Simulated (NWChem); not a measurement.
C₂H₆ClNSi; SMILES C/C=N/[SiH2]Cl

```xyz
11

C     -0.6058     3.1410     0.0474
C      0.0412     1.8424    -0.3253
N      0.0843     0.8324     0.4608
Si     0.8445    -0.6848     0.0106
Cl    -0.6200    -2.1605    -0.0252
H     -1.4121     3.3855    -0.6773
H     -1.0222     3.0910     1.0706
H      0.1310     3.9701    -0.0217
H      0.4879     1.8252    -1.3584
H      1.8446    -1.0470     1.0638
H      1.4847    -0.6356    -1.3557
```
Atoms are numbered in this order, from 1.

Program: NWChem. Pople sets run with spherical d functions. All runs use the structure optimised with PBE-D3(BJ)/def2-SVP. Level SCAN/6-31G*: energy and gradient on several grids; changes count from the extra-fine grid, which is no exact limit either.

```
grid     size of the energy change (μHa)  largest change of a gradient component (μHa/bohr)  time, medium = 1 (rough)
-------  -------------------------------  -------------------------------------------------  ------------------------
xcoarse                             7000                                               4000                   about 1
coarse                              3000                                               2000                   about 1
medium                              6000                                               2000                   about 1
fine                                 300                                                400                   about 1
xfine                               < 10                                               < 30                         2
```
